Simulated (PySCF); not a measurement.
HS2, SMILES [S]S, multiplicity 2. Atoms are numbered in the order given.

```xyz
3

S      0.0141     1.0205     0.0000
S     -0.0904    -0.9391     0.0000
H      1.2199    -1.3024     0.0000
```
Charge 0, spin multiplicity 2.

Geometry: r2SCAN-D4/def2-TZVP. The isomer is the one that the SMILES or the coordinates give; other isomers of the formula were not compared.

Level of theory: r2SCAN-D4/def2-TZVP (PySCF).

Frequencies are harmonic and unscaled.

```csv
mode,ν (cm⁻¹),IR (km/mol),moving atoms (share of kinetic energy)
1,606,0.2,S 100 %
2,922,2.8,H 95 %
3,2526,13.2,H 97 %
```
